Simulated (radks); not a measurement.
Task: N II, configuration [He] 2s2 2p2. Method: scalar-relativistic Kohn-Sham, r2SCAN, spin-polarised, spherical densities, finite nucleus; open shells are filled with parallel spins first; meta-GGA in the generalised Kohn-Sham scheme; Fermi nuclear charge, rms radius 2.5582 fm; computed with a radial shooting solver on a logarithmic mesh with Libxc functionals. Some entries of the table are withheld. Estimate them.

orbital,occ.,eigenvalue (Ry),<r^2> (bohr^2)
1s up,1,(1),0.07137
1s down,1,(2),0.07050
2s up,1,(3),(4)
2s down,1,(5),(6)
2p up,2,-1.65521,1.949
2p down,0,-1.29009,2.247

Result: 
(1) 1s up eigenvalue (Ry): -29.88748
(2) 1s down eigenvalue (Ry): -29.76800
(3) 2s up eigenvalue (Ry): -2.59364
(4) 2s up <r^2> (bohr^2): 1.798
(5) 2s down eigenvalue (Ry): -2.22271
(6) 2s down <r^2> (bohr^2): 1.952
